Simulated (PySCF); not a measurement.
Compounds:

A. SMILES C(=C/C)(/C)Cl
B. SMILES CO/C(=C/Cl)CC(F)(F)F
C. SMILES C=C(/C=N\C)O[SiH2]OC

Spectrum 1. ¹³C{¹H} NMR (computed): δ 162.2 (CH), 153.2 (C), 107.1 (CH2), 50.3 (CH3), 45.0 (CH3).

Spectrum 2. ¹³C{¹H} NMR (computed): δ 141.4 (C), 130.2 (CH), 22.1 (CH3), 17.7 (CH3).

Spectrum 3. ¹³C{¹H} NMR (computed): δ 160.4 (C), 134.3 (C), 105.9 (CH), 56.5 (CH3), 41.0 (CH2).

PySCF 2.14 calculation with PBE0/pcSseg-1 with gauge-including orbitals and geometry from GFN2-xTB; one averaged value for each set of equivalent atoms, no relativistic terms, in vacuum, one computed conformer.

Shifts are taken against calculated references (same method and geometry level): TMS for ¹³C (σ = 186.93 ppm). Splittings of carbon signals by F and P are missing where no couplings were computed. Shifts are as computed. Against solution values, carbons near 30 ppm lie about +3 ppm off and those near 130 ppm about +5 ppm; carbons on Cl a further +6 ppm. Of 1309 compounds with measured shifts, 239 miss one by over three times the rms of a fit or turn the order of signals round; such compounds aren't used in these exercises. Carbons bonded to Cl come out too deshielded.

Match each spectrum to its structure.

## Answers

1–C, 2–A, 3–B.

- Spectrum 1 (C): 5 ¹³C signals; δC 153.2 is an alkene carbon bearing oxygen; δC 107.1 is a β carbon of an enol-ether or enamine type C=C.
- Spectrum 2 (A): 4 ¹³C signals; δC 141.4 is a fully substituted alkene carbon; δC 130.2 is an alkene CH.
- Spectrum 3 (B): 5 ¹³C signals; δC 160.4 is an alkene carbon bearing oxygen; δC 134.3 is a CF3 carbon.
